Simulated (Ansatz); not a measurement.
Reaction (substitution at a C–O bond): `C=CO[Si](Cl)(Cl)Cl` + `[OH][Ti]([Cl])([Cl])[Cl]` → `C=C[O][Ti]([Cl])([Cl])[Cl]` + `O[Si](Cl)(Cl)Cl`

Calculated with Ansatz (gas phase, PBE0-D4/def2-TZVP geometries, no zero-point term in ΔE). CBS: MP2 limit from def2 TZ/QZ plus the TZ coupled-cluster correction, frozen cores. Functionals use def2-TZVPP. B3LYP here is the variant with VWN-RPA as its local correlation; programs differ in this. For Ti outer-core shells are correlated without core-valence functions, which leaves a few kJ/mol of doubt a bond. Scalar relativity is left out up to krypton. One conformer a species, not always the lowest.

```
                     species  B3LYP-D4 energy (Eh)
        `C=CO[Si](Cl)(Cl)Cl`           -1823.71352
  `[OH][Ti]([Cl])([Cl])[Cl]`           -2306.31613
`C=C[O][Ti]([Cl])([Cl])[Cl]`           -2383.74399
           `O[Si](Cl)(Cl)Cl`           -1746.29468
```

**Question.** Work out ΔE.

**Answer.** ΔE = (-2383.74399) + (-1746.29468) − (-1823.71352) − (-2306.31613) = -0.00902 Eh = -23.7 kJ/mol. CCSD(T)/CBS gives -24.4 kJ/mol.

Largest T1 diagnostic among the species: 0.024, so the coupled-cluster value is less sure than usual.

The D4 term adds +6.1 kJ/mol with B3LYP and +3.2 kJ/mol with PBE0; it sums over pairs of atoms, weighted by their polarisabilities, and B3LYP, whose exchange is more repulsive, gets the larger term. From PBE to PBE0 (25 % exact exchange), in def2-TZVPP and without D4, ΔE moves by +3.4 kJ/mol.
